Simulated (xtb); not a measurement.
xtb input (GFN2-xTB):

```bash
xtb mol.xyz --gfn 2 --sp --chrg 0 --uhf 0
```
mol.xyz:
```
2

Ge    -0.00000000    -0.00000000    -1.46005187
Te     0.00000000     0.00000000     0.89849346
```

Output:

```
           -------------------------------------------------
          |                Calculation Setup                |
           -------------------------------------------------

           -------------------------------------------------
          |                 G F N 2 - x T B                 |
           -------------------------------------------------

        Reference                      10.1021/acs.jctc.8b01176
      * Hamiltonian:
        H0-scaling (s, p, d)           1.850000    2.230000    2.230000
        zeta-weighting                 0.500000
      * Dispersion:
        s8                             2.700000
        a1                             0.520000
        a2                             5.000000
        s9                             5.000000
      * Repulsion:
        kExp                           1.500000    1.000000
        rExp                           1.000000
      * Coulomb:
        alpha                          2.000000
        third order                    shell-resolved
        anisotropic                    true
        a3                             3.000000
        a5                             4.000000
        cn-shift                       1.200000
        cn-exp                         4.000000
        max-rad                        5.000000

          ...................................................
          :                      SETUP                      :
          :.................................................:
          :  # basis functions                  20          :
          :  # atomic orbitals                  18          :
          :  # shells                            6          :
          :  # electrons                        10          :
          :  max. iterations                   250          :
          :  Hamiltonian                  GFN2-xTB          :
          :  restarted?                      false          :
          :  GBSA solvation                  false          :
          :  PC potential                    false          :
          :  electronic temp.          300.0000000     K    :
          :  accuracy                    1.0000000          :
          :  -> integral cutoff          0.2500000E+02      :
          :  -> integral neglect         0.1000000E-07      :
          :  -> SCF convergence          0.1000000E-05 Eh   :
          :  -> wf. convergence          0.1000000E-03 e    :
          :  Broyden damping             0.4000000          :
          :  net charge                          0          :
          :  unpaired electrons                  0          :
          ...................................................

 iter      E             dE          RMSdq      gap      omega  full diag
   1     -1.3095792 -0.130958E+01  0.287E+01    2.71       0.0  T
   2      7.0153890  0.832497E+01  0.138E+02    0.00       1.0  T
   3      2.5151020 -0.450029E+01  0.113E+02    0.35       1.0  T
   4     -1.4371566 -0.395226E+01  0.720E+01    3.56       1.0  T
   5     -3.3256712 -0.188851E+01  0.339E+01    4.85       1.0  T
   6     -4.8574575 -0.153179E+01  0.231E+01    3.27       1.0  T
   7     -4.6357338  0.221724E+00  0.200E+01    3.59       1.0  T
   8     -4.7078054 -0.720716E-01  0.410E+01    3.76       1.0  T
   9     -4.5778678  0.129938E+00  0.154E+01    3.72       1.0  T
  10     -4.9457923 -0.367925E+00  0.280E+01    3.04       1.0  T
  11     -5.0520516 -0.106259E+00  0.281E+01    2.59       1.0  T
  12     -5.0527781 -0.726462E-03  0.140E+01    2.54       1.0  T
  13     -5.0481709  0.460716E-02  0.143E+01    2.49       1.0  T
  14     -5.0529716 -0.480073E-02  0.126E+01    2.55       1.0  T
  15     -5.0531809 -0.209256E-03  0.123E+01    2.56       1.0  T
  16     -5.0532715 -0.906170E-04  0.111E+01    2.56       1.0  T
  17     -5.0533361 -0.646338E-04  0.846E+00    2.56       1.0  T
  18     -5.0534290 -0.928283E-04  0.622E+00    2.54       1.0  T
  19     -5.0534575 -0.285314E-04  0.412E+00    2.53       1.0  T
  20     -5.0534824 -0.249094E-04  0.218E+00    2.53       1.0  T
  21     -5.0534883 -0.590810E-05  0.822E-01    2.53       1.0  T
  22     -5.0534885 -0.203689E-06  0.163E-01    2.53       1.0  T
  23     -5.0534892 -0.694168E-06  0.516E-02    2.53       1.4  T
  24     -5.0534898 -0.613155E-06  0.641E-02    2.53       1.1  T
  25     -5.0534900 -0.187825E-06  0.208E-02    2.53       3.4  T
  26     -5.0534900 -0.913919E-08  0.232E-03    2.53      30.5  T
  27     -5.0534900 -0.999547E-10  0.185E-04    2.53     382.8  T
  28     -5.0534900 -0.454747E-12  0.401E-05    2.53    1764.8  T

   *** convergence criteria satisfied after 28 iterations ***

         #    Occupation            Energy/Eh            Energy/eV
      -------------------------------------------------------------
         1        2.0000           -0.7515695             -20.4512
         2        2.0000           -0.5643555             -15.3569
         3        2.0000           -0.3315268              -9.0213
         4        2.0000           -0.3202603              -8.7147
         5        2.0000           -0.3202603              -8.7147 (HOMO)
         6                         -0.2274507              -6.1892 (LUMO)
         7                         -0.2274507              -6.1892
         8                         -0.0751111              -2.0439
         9                          0.0048913               0.1331
        10                          0.0048913               0.1331
       ...                                ...                  ...
        18                          1.3453936              36.6100
      -------------------------------------------------------------
                  HL-Gap            0.0928096 Eh            2.5255 eV
             Fermi-level           -0.2738555 Eh           -7.4520 eV

 SCC (total)                   0 d,  0 h,  0 min,  0.005 sec
 SCC setup                      ...        0 min,  0.000 sec (  5.289%)
 Dispersion                     ...        0 min,  0.000 sec (  1.545%)
 classical contributions        ...        0 min,  0.000 sec (  0.826%)
 integral evaluation            ...        0 min,  0.001 sec ( 15.239%)
 iterations                     ...        0 min,  0.003 sec ( 59.530%)
 molecular gradient             ...        0 min,  0.001 sec ( 14.942%)
 printout                       ...        0 min,  0.000 sec (  2.062%)

         :::::::::::::::::::::::::::::::::::::::::::::::::::::
         ::                     SUMMARY                     ::
         :::::::::::::::::::::::::::::::::::::::::::::::::::::
         :: total energy              -5.039609796638 Eh    ::
         :: gradient norm              0.002011884731 Eh/a0 ::
         :: HOMO-LUMO gap              2.525477864152 eV    ::
         ::.................................................::
         :: SCC energy                -5.053490033125 Eh    ::
         :: -> isotropic ES           -0.004161858448 Eh    ::
         :: -> anisotropic ES          0.000457284235 Eh    ::
         :: -> anisotropic XC         -0.000584285631 Eh    ::
         :: -> dispersion             -0.001159894156 Eh    ::
         :: repulsion energy           0.013880236487 Eh    ::
         :: add. restraining           0.000000000000 Eh    ::
         :: total charge               0.000000000000 e     ::
         :::::::::::::::::::::::::::::::::::::::::::::::::::::

           -------------------------------------------------
          |                Property Printout                |
           -------------------------------------------------

    * Orbital Energies and Occupations

         #    Occupation            Energy/Eh            Energy/eV
      -------------------------------------------------------------
         1        2.0000           -0.7515695             -20.4512
Note: The following floating-point exceptions are signalling: IEEE_UNDERFLOW_FLAG IEEE_DENORMAL
normal termination of xtb
         2        2.0000           -0.5643555             -15.3569
         3        2.0000           -0.3315268              -9.0213
         4        2.0000           -0.3202603              -8.7147
         5        2.0000           -0.3202603              -8.7147 (HOMO)
         6                         -0.2274507              -6.1892 (LUMO)
         7                         -0.2274507              -6.1892
         8                         -0.0751111              -2.0439
         9                          0.0048913               0.1331
        10                          0.0048913               0.1331
        11                          0.0887331               2.4146
        12                          0.0887331               2.4146
        13                          0.0954526               2.5974
        14                          0.0954526               2.5974
        15                          0.2191120               5.9623
        16                          0.3132980               8.5253
       ...                                ...                  ...
        18                          1.3453936              36.6100
      -------------------------------------------------------------
                  HL-Gap            0.0928096 Eh            2.5255 eV
             Fermi-level           -0.2738555 Eh           -7.4520 eV

     #   Z          covCN         q      C6AA      α(0)
     1  32 Ge       0.962     0.101   286.206    36.178
     2  52 Te       0.962    -0.101   436.795    38.950

 Mol. C6AA /au·bohr⁶  :       1423.792388
 Mol. C8AA /au·bohr⁸  :     138458.604453
 Mol. α(0) /au        :         75.127874

Wiberg/Mayer (AO) data.
largest (>0.10) Wiberg bond orders for each atom

 ---------------------------------------------------------------------------
     #   Z sym  total        # sym  WBO       # sym  WBO       # sym  WBO
 ---------------------------------------------------------------------------
     1  32 Ge   2.536 --     2 Te   2.536
     2  52 Te   2.536 --     1 Ge   2.536
 ---------------------------------------------------------------------------

Topologies differ in total number of bonds
Writing topology from bond orders to xtbtopo.mol

molecular dipole:
                 x           y           z       tot (Debye)
 q only:        0.000       0.000      -0.449
   full:        0.000       0.000      -1.090       2.770
molecular quadrupole (traceless):
                xx          xy          yy          xz          yz          zz
 q only:       -0.238       0.000      -0.238       0.000       0.000       0.477
  q+dip:       -0.853       0.000      -0.853       0.000       0.000       1.706
   full:        0.843      -0.000       0.843       0.000       0.000      -1.687

           -------------------------------------------------
          | TOTAL ENERGY               -5.039609796638 Eh   |
          | GRADIENT NORM               0.002011884731 Eh/α |
          | HOMO-LUMO GAP               2.525477864152 eV   |
           -------------------------------------------------

------------------------------------------------------------------------
------------------------------------------------------------------------
 total:
 SCF:
```
